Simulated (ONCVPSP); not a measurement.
## Before and after: ONCV potential for lithium (Li)

* Element: lithium
* Generator: ONCVPSP 4.0.1
* Type: optimised norm-conserving Vanderbilt (ONCV)
* Functional: BLYP
* Relativity: scalar-relativistic
* Frozen core: [He]
* Valence charge: 1
* Reference configuration: 2p1
* Partial waves: s scattering state at 0.26 Ha: rc 3.15 bohr, ncon 4, nbas 8, qcut 2.1 1/bohr, local; 2p: rc 4.00 bohr, ncon 4, nbas 9, qcut 2.2 1/bohr, 2 projectors, debl 3.1 Ha
* Local potential: the s channel
* Core correction: Teter function, fcfact 4.75, rcfact 1.4

In the s channel the program set the typed energies aside and used 0.050 Ha.

Change: p: rc 4.4.

Cutoffs: the cutoffs (Ha) at which the residual kinetic energy of the hardest occupied pseudo-wave falls to 1 and 0.1 mHa per electron; they do not see the model core or the augmentation charge, which bear on the density cutoff. Errors are all-electron minus pseudo energies relative to the spin-unpolarised reference configuration.

Q: How do hardness, ghosts and transferability respond?

A: The potential gets softer (1.6 Ha and 2.7 Ha → 1.5 Ha and 2.2 Ha); neither file shows a bound ghost. A larger radius leaves more room for a smooth pseudo-wave, so fewer plane waves are needed.

| quantity | base | changed |
| --- | --- | --- |
| cutoff, loose | 1.6 Ha | 1.5 Ha |
| cutoff, tight | 2.7 Ha | 2.2 Ha |
| bound ghosts | none | none |
| GHOST(+) flags under 300 eV | p at 90.5 eV | p at 90.0 eV |
| error for 2s1 2p0, meV [ΔE -1.80 eV] | +40 | +37 |
| error for 2s0.5 2p0, meV [ΔE 0.21 eV] | +24 | +26 |
| s: phases at 3.20 bohr within 0.05 rad from the reference energy up to (Ha; the scan ends near 5) | 0.5 | 0.5 |
| rms error of d²Exc/dni dnj with the model core, mHa | 3.77 | 3.92 |

Base: The cutoffs count occupied waves only; projector 2 of the p channel, the hardest unoccupied one, needs 19 Ha at the loose tolerance. Changed file: The cutoffs count occupied waves only; projector 2 of the p channel, the hardest unoccupied one, needs 16 Ha at the loose tolerance.
